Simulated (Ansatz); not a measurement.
System: sum formula SiN2H4Cl2 (charge 0, singlet). 
Geometry from a B3LYP-D3(BJ)/def2-TZVP (Ansatz, an electronic-structure program) optimisation:
SMILES: N[Si](N)(Cl)Cl
```xyz
9

Si     0.0035    -0.3639     0.0078
Cl    -0.0753     0.8478    -1.6658
Cl     0.0581     0.9201     1.6277
N      1.3836    -1.3291     0.1763
N     -1.3574    -1.3621    -0.1183
H      1.5772    -2.0583    -0.4921
H      2.2193    -0.9647     0.6039
H     -2.1998    -1.0328    -0.5608
H     -1.5371    -2.0655     0.5810
```
Charge 0, spin multiplicity 1.

Quantity: atomisation energy (electronic, to ground-state atoms), in kcal/mol. Valence correlation only, unless marked. UHF or UKS for open shells. No spin-orbit coupling. No relativistic terms. The coupled-cluster limit lacks core correlation, which all-electron functionals hold. CBS(X,Y): correlation extrapolated as X^-3; Hartree-Fock from the larger set. [CCSD(T)-MP2]/basis is that difference in the basis named.

```csv
level,program,atomisation energy (kcal/mol)
PBE0-D3(BJ)/def2-TZVP,Ansatz + dftd3,…
wB97X-V/def2-TZVPD,Ansatz,…
B2GP-PLYP-D4/def2-TZVPD,Ansatz + dftd4,…
RPA@PBE/cc-pV(T+d)Z,Ansatz,695.3
SCS-MP2/6-31G*,Ansatz,660.5
"RI-MP2/CBS(aug-cc-pV(T+d)Z,aug-cc-pV(Q+d)Z)+[CCSD(T)-MP2]/aug-cc-pV(T+d)Z",Ansatz,759.9
```

### Question
Some entries are withheld; supply them.

### Answer

- PBE0-D3(BJ)/def2-TZVP, atomisation energy (kcal/mol): 753.7
- wB97X-V/def2-TZVPD, atomisation energy (kcal/mol): 761.5
- B2GP-PLYP-D4/def2-TZVPD, atomisation energy (kcal/mol): 744.6
